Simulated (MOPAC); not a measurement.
MOPAC input (PM7):

```
PM7 1SCF CHARGE=-1 GEO-OK AUX(PRECISION=9) THREADS=1
HS2

S     0.99284409 1   -0.46476956 1    0.00704070 1
S    -0.88384757 1    0.49897825 1   -0.00585391 1
H    -1.74394422 1   -0.54733919 1   -0.01898866 1
```

Problem. What heat of formation does the run end on, and which ionisation energy by Koopmans theorem?

Solution. -36.90 kcal/mol; 2.97 eV.
